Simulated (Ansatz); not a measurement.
Cost and result for the atomization energy of `C[C](C)([AlH2])S` (14 atoms, 13 bonds).

| atom | x (Å) | y (Å) | z (Å) |
| --- | --- | --- | --- |
| C1 | 0.274 | 0.668 | -1.235 |
| C2 | 0.168 | -0.201 | 0.016 |
| C3 | -1.296 | -0.522 | 0.307 |
| Al4 | 0.943 | 0.781 | 1.558 |
| S5 | 1.150 | -1.712 | -0.150 |
| H6 | 1.311 | 0.890 | -1.499 |
| H7 | -0.175 | 0.155 | -2.097 |
| H8 | -0.262 | 1.615 | -1.107 |
| H9 | -1.412 | -1.174 | 1.177 |
| H10 | -1.752 | -1.040 | -0.547 |
| H11 | -1.875 | 0.392 | 0.479 |
| H12 | 0.229 | 2.148 | 1.939 |
| H13 | 2.197 | 0.246 | 2.366 |
| H14 | 0.501 | -2.246 | -1.208 |

Charge 0, multiplicity 1. Geometry: relaxed with PBE0-D4/def2-TZVP. It is one conformer, not always the lowest. Program: Ansatz. All runs use 4 threads of an Arm Neoverse V1 on a shared host. Times are those of one run each, without the atoms' runs, and a repeat can differ threefold. Electronic energies, without spin–orbit coupling; frozen cores. CCSD(T)/CBS adds CCSD(T) − MP2 in def2-TZVPP to the MP2 limit, and its time is that of the two runs behind it. T1 = 0.010. B3LYP takes the VWN-RPA correlation (the form of Gaussian; ORCA's B3LYP/G).

CCSD(T)/CBS is a level of theory with its own doubt, some kJ/mol a heavy atom from the limit and from the frozen cores, so smaller differences don't rank the functionals.

| level | functions | atomization (kcal/mol) | difference from CCSD(T)/CBS | per bond |
| --- | --- | --- | --- | --- |
| ωB97M-V/def2-TZVPP (with forces) | 303 | 1166.5 | 3.7 | 0.3 |
| CCSD(T)/CBS(def2) | – | 1162.8 | 0.0 | 0.0 |
| MP2/def2-QZVPP | 581 | 1160.3 | -2.5 | -0.2 |
| CCSD(T)/def2-TZVPP | 303 | 1135.4 | -27.4 | -2.1 |
| B2PLYP/def2-TZVPP | 303 | 1146.4 | -16.4 | -1.3 |
| PBE-D4/def2-TZVPP (with forces) | 303 | 1175.7 | 12.9 | 1.0 |
| PBE0-D4/def2-TZVPP | 303 | 1164.4 | 1.6 | 0.1 |
| r2SCAN-D4/def2-TZVPP (with forces) | 303 | 1164.6 | 1.8 | 0.1 |
| ωB97X-V/def2-TZVPP | 303 | 1166.0 | 3.2 | 0.3 |
| B3LYP-D4/def2-TZVPP (with forces) | 303 | 1160.4 | -2.4 | -0.2 |

Problem. Order the runs by time, with rough figures. (Estimate.)

Solution. Computed: PBE-D4/def2-TZVPP (with forces) 3.9 s; PBE0-D4/def2-TZVPP 5.5 s; r2SCAN-D4/def2-TZVPP (with forces) 8 s; B3LYP-D4/def2-TZVPP (with forces) 8.5 s; B2PLYP/def2-TZVPP 9 s; ωB97X-V/def2-TZVPP 13 s; ωB97M-V/def2-TZVPP (with forces) 19 s; MP2/def2-QZVPP 43 s; CCSD(T)/def2-TZVPP 16 min; CCSD(T)/CBS(def2) 17 min.

The D4 term adds +13.0 kcal/mol with B3LYP and +6.9 kcal/mol with PBE0; it sums over pairs of atoms, weighted by their polarisabilities, and B3LYP, whose exchange is more repulsive, gets the larger term. In def2-TZVPP, CCSD(T) changes the Hartree–Fock value by +270.2 kcal/mol (the triples alone add +14.9 kcal/mol) and MP2 by +278.9 kcal/mol; breaking electron pairs costs correlation energy, which Hartree–Fock lacks. From PBE to PBE0 (25 % exact exchange), in def2-TZVPP and without D4, the atomization energy moves by −10.0 kcal/mol: exact exchange takes away binding that semilocal exchange gives to molecules.
